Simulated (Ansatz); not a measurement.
Basis sets compared for the cluster ZnI2⁻. The state is a doublet with charge -1. Geometry r2SCAN-D4/def2-TZVPD. Ansatz on 4 threads of Arm Neoverse V2 on a shared host; times are rough, and most runs start from earlier orbitals.

```
atom   x (Å)   y (Å)   z (Å)
 Zn1   0.713   0.531  -0.071
  I2   0.318  -0.893   2.126
  I3  -1.031   0.362  -2.055
```

In the def2 sets I takes a core potential; there is no spin–orbit coupling. At PBE-D4/def2-SVPD, PBE-D4/def2-TZVPD the highest occupied level of the charge -1 doublet lies above zero (up to 0.05 eV). By energy differences its removal costs 2.38 eV (vertical, to the charge 0 singlet, at PBE0-D4/def2-TZVPD). The structure comes from a short search, and lower isomers may exist.

| level | functions | energy (Eh) | HOMO (eV) | LUMO (eV) | wall time |
| --- | --- | --- | --- | --- | --- |
| PBE-D4/def2-SVPD | 104 | -2374.4187 | 0.05 | 0.85 | 1.4 s |
| PBE0-D4/def2-SVPD | 104 | -2374.5006 | -0.73 | 1.64 | 2.2 s |

Question: Estimate the rows for PBE-D4/def2-TZVPD, PBE0-D4/def2-TZVPD.

Answer: 
```
             level  functions  energy (Eh)  HOMO (eV)  LUMO (eV)  wall time
 PBE-D4/def2-TZVPD        169   -2374.6947       0.02       0.80      2.5 s
PBE0-D4/def2-TZVPD        169   -2374.7666      -0.75       1.62      4.3 s
```
